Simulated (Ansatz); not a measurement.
```yaml
crystal:
  periodic: [false, false, false]
  atoms:
    - {symbol: F, position_ang: [-0.048673, -1.610127, 0.645938]}
    - {symbol: Ga, position_ang: [0.013827, -0.015025, -0.005201]}
    - {symbol: F, position_ang: [0.964113, 1.195796, 0.771305]}
    - {symbol: F, position_ang: [-0.873768, 0.369056, -1.432440]}
basis:
  gaussian: {orbitals: cc-pVTZ, fitting: {mean_field: cc-pVTZ-jkfit}}
magnetization: {spin_polarized: true, initial_magnetization: 1}
hamiltonian: {xc: {name: B2GP-PLYP}}
accuracy: high
scf: {lower_state_search: off}
output: {forces: true}
```

```sh
$ ansatz run in.yaml --threads 4 --pin off --events-out ev --progress --plain --max-ram 10444MiB
```

It prints (some lines left out):

```
Error: a molecule whose nuclei and cores have a total charge of 58 cannot have a net charge of 0 together with 1 unpaired electrons
```

**Question.** What is wrong with this run?

**Answer.** The number of unpaired electrons doesn't fit the electron count. The input was rejected before any iteration.
